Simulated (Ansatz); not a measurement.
Species: C8H14Si, SMILES `CC1=C[Si](C)(C)C=C1C` (charge 0, multiplicity 1).

Problem. Give a relaxed geometry from B3LYP-D3(BJ)/def2-SVP in Ansatz (a program for electronic structure).

Solution. the end point of this relaxation (outside a Z-matrix the atoms follow the SMILES, hydrogens last).
Z-matrix (Å, degrees):
```
C
C 1 1.3549
H 2 1.0933 1 121.00
C 1 1.5039 2 124.76 3 0.00
H 4 1.0990 1 111.19 2 0.00
H 4 1.1034 5 108.13 1 -122.62
H 4 1.1034 5 108.13 6 -114.77
C 1 1.5104 2 115.74 3 -180.00
C 8 1.3549 1 115.74 2 0.00
H 9 1.0933 8 121.00 1 180.00
C 8 1.5039 9 124.76 10 0.00
H 11 1.0990 8 111.19 9 0.00
H 11 1.1034 12 108.13 8 122.62
H 11 1.1034 12 108.13 13 114.77
Si 9 1.8763 10 130.46 8 180.00
C 15 1.8869 9 113.62 10 63.35
H 16 1.1011 15 110.71 9 51.40
H 16 1.1025 17 108.19 15 121.74
H 16 1.1025 17 108.19 18 116.52
C 15 1.8869 9 113.62 10 -63.35
H 20 1.1011 15 110.71 9 -51.40
H 20 1.1025 21 108.19 15 -121.74
H 20 1.1025 21 108.19 22 -116.52
```
